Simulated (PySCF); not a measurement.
## Mn⁹⁺ (manganese, charge +9) across methods

[Ne] 3s2 3p4, high-spin 3P determinant. Calculation: PySCF 2.14, in an even-tempered Gaussian basis (20 s from 0.32 bohr⁻², ratio 2.5; 13 p from 0.42 bohr⁻², ratio 2.5; 5 d from 3.8 bohr⁻², ratio 2.7; 5 f from 5.7 bohr⁻², ratio 2.7); the spin-free X2C one-electron Hamiltonian (Gaussian nucleus). The B2PLYP total includes its PT2 part (frozen core); its orbital energies are those of the SCF part.

```tsv
method	E (hartree)	mean ε 3s β (eV)	mean ε 3p α (eV)	mean ε 3p β (eV)	Σ⟨r²⟩ (bohr²)	⟨S²⟩
PBE0	-1128.424	-271.56	-243.76	-238.71	4.757	2.001
r2SCAN	-1128.587	-268.46	-241.32	-236.02	4.759	2.002
PBEsol	-1127.250	-267.56	-239.77	-234.93	4.757	2.001
LDA	-1126.110	-267.78	-239.74	-234.95	4.761	2.001
UHF	-1127.90337	-281.12	-253.78	-247.65	4.771	2.003
B2PLYP	-1128.612	-275.21	-247.47	-242.08	4.764	2.002
PBE	-1128.377	-267.77	-239.97	-235.22	4.755	2.001
```
